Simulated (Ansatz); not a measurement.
Ideal-gas functions of FGaH$_{4}$OSi (`[OH][GaH][SiH2]F`) at 500 K and 1 bar, from an Ansatz frequency run at PBE0-D4/def2-TZVP.

Molar mass 136.84 g/mol, point group Cs (symmetry number 1), electronic degeneracy 1, moments of inertia 73.718, 261.484, 329.371 u Å². Harmonic wavenumbers (cm⁻¹, unscaled): 52, 76, 210, 323, 331, 459, 534, 593, 691, 732, 836, 854, 876, 942, 1996, 2208, 2215, 3895.

Use S(trans) = R[1.5 ln M + 2.5 ln T − 1.1517]; rotational temperatures θ = 24.2544 K / I; S(rot) = R[ln(√π/σ · √(T³/θAθBθC)) + 1.5]; for each mode x = 1.438777 ν̃/T, S = R[x/(eˣ − 1) − ln(1 − e⁻ˣ)] and H = RT x/(eˣ − 1); 1 cm⁻¹ = 0.0119627 kJ/mol; R = 8.31446 J/(mol·K).

**Question.** By hand: the entropy, in J/(mol·K).

**Answer.** Translation 180.9. Rotation: θ = 0.329, 0.0928, 0.0736 K, giving 120.1. Vibration, mode by mode: 24.12, 20.97, 12.63, 9.22, 9.03, 6.58, 5.52, 4.81, 3.85, 3.50, 2.77, 2.66, 2.53, 2.18, 0.18, 0.11, 0.10, 0.00, in all 110.7. Electronic 0.0. Sum 411.7 J/(mol·K).

**Question.** By hand: H − E and G − E in kJ/mol, counted from the electronic energy.

**Answer.** Zero-point energy ½ × 17823 × 0.0119627 = 106.6; thermal vibration 27.3; translation, rotation and pV give 4 RT = 16.6. H − E = 150.5 kJ/mol, and G − E = 150.5 − 500 × 411.7/1000 = -55.3 kJ/mol.

Vibration gives 27 % of the entropy, 45.1 J/(mol·K) of it from the modes under 150 cm⁻¹: soft modes count most, and the harmonic formula is weakest for them. The sum counts one conformer and one mirror image; others add a mixing term.
